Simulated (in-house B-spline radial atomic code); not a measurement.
Radial electron density of Fe15+, [Ne] 3s1. Level of theory: scalar-relativistic (X2C) LC-wPBE, spin-polarised, spherical fractional occupations, exact exchange averaged over the configuration, Fermi nucleus of rms radius 3.7377 fm; calculated with an all-electron radial atomic-structure program (B-spline basis).

One-electron X2C: radii and densities carry no picture-change correction, so inner-shell <1/r> comes out high (for 1s by about 2 % at Z = 33, 5 % at 54, 10 % at 75, 30 % at 118) and <r> low.

Columns: r (bohr), 4πr²n(r) (electrons per bohr), bar.

```
 0.00214   0.8007 #
 0.00254    1.083 #
 0.00301    1.455 ##
 0.00358     1.96 ###
 0.00424    2.608 ###
 0.00503     3.46 #####
 0.00597     4.56 ######
 0.00708    5.954 ########
  0.0084      7.7 ##########
 0.00996    9.832 #############
  0.0118    12.36 ################
   0.014    15.31 ####################
  0.0166    18.58 #########################
  0.0197    22.03 #############################
  0.0234     25.4 ##################################
  0.0277    28.28 ######################################
  0.0329    30.37 ########################################
   0.039    31.23 #########################################
  0.0463    30.68 #########################################
  0.0549    28.86 ######################################
  0.0652    26.33 ###################################
  0.0773    24.07 ################################
  0.0917    23.16 ###############################
   0.109    24.34 ################################
   0.129    27.35 ####################################
   0.153    30.98 #########################################
   0.181    33.15 ############################################
   0.215    32.09 ###########################################
   0.255    27.21 ####################################
   0.303    19.71 ##########################
   0.359    12.24 ################
   0.426    6.729 #########
   0.506     3.82 #####
     0.6    2.648 ####
   0.711    1.959 ###
   0.844    1.209 ##
       1   0.5513 #
    1.19   0.1673 
    1.41  0.03347 
    1.67 0.004062 
    1.98 0.0002697 
    2.35 8.821e-06
```

On this grid the curve has 2 maxima, near 0.039, 0.181 bohr.

The 2p down radial function P(r) = rR(r), positive near the nucleus:

```
r (bohr)         P
 0.00181  0.002197
 0.00254  0.004098
 0.00358  0.007733
 0.00503   0.01452
 0.00708   0.02728
 0.00996   0.05088
   0.014    0.0937
  0.0197    0.1698
  0.0277    0.2996
   0.039    0.5101
  0.0549    0.8234
  0.0773     1.236
   0.109     1.679
   0.153     1.986
   0.215     1.959
   0.303     1.504
   0.426    0.8254
     0.6    0.2825
   0.844   0.05025
    1.19  0.003476
```
